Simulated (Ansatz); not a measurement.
Born–Oppenheimer molecular dynamics of C₂H₁₀FNSi₂ (16 atoms, charge 0, multiplicity 1). It starts from a relaxed structure.

Theory: UKS PBE0/STO-3G (Ansatz 0.2.0).

| Property | Result |
| --- | --- |
| ensemble | NVE (velocity Verlet) |
| time step | 0.25 fs |
| steps asked | 208 |
| starting velocities drawn for | 1500 K |
| seed | 212872 |

First frame:

```xyz
16
Properties=species:S:1:pos:R:3
C 0.702 -2.036 -0.405
C 1.072 -0.531 -0.588
F 1.635 -0.326 -1.868
Si -0.435 0.621 -0.322
N 0.156 2.257 -0.727
Si -1.192 0.575 1.797
H -0.080 -2.340 -1.113
H 1.581 -2.673 -0.570
H 0.335 -2.215 0.615
H 1.845 -0.287 0.177
H -1.478 0.166 -1.230
H 0.616 2.208 -1.669
H -0.665 2.889 -0.896
H -0.153 0.916 2.738
H -2.288 1.498 1.980
H -1.673 -0.746 2.125
```

Problem. How far do the bonds stretch over the last three quarters of this one trajectory? (Pairs bonded in most of those frames.)

Solution. 
```csv
bond,mean (Å),spread (Å),shortest,longest
C1–C2,1.592,0.059,1.49,1.70
C1–H7,1.115,0.073,1.00,1.24
C1–H8,1.108,0.039,1.04,1.17
C1–H9,1.120,0.082,0.98,1.25
C2–F3,1.419,0.067,1.32,1.52
C2–Si4,1.883,0.043,1.82,1.95
C2–H10,1.124,0.066,1.02,1.23
Si4–N5,1.775,0.066,1.69,1.88
Si4–Si6,2.272,0.085,2.12,2.37
Si4–H11,1.459,0.013,1.44,1.48
N5–H12,1.047,0.013,1.03,1.07
N5–H13,1.045,0.009,1.03,1.07
Si6–H14,1.450,0.050,1.38,1.52
Si6–H15,1.445,0.004,1.43,1.45
Si6–H16,1.448,0.023,1.41,1.48
```

Mean temperature of the second half: 816 K. The conserved energy stayed within 0.35 meV per atom of its start (net change 0.13 meV per atom), so the integration is sound. Over the second half the temperature averaged 0.54 of the 1500 K drawn at the start: a run that starts near a minimum puts about half its kinetic energy into the potential. A run of 0.052 ps of so small a system gives no equilibrium averages. Limits of this set-up: minimal basis.

Run time: 19 min on 1 thread of Arm Neoverse V2 (shared host), peak memory 0.19 GiB.
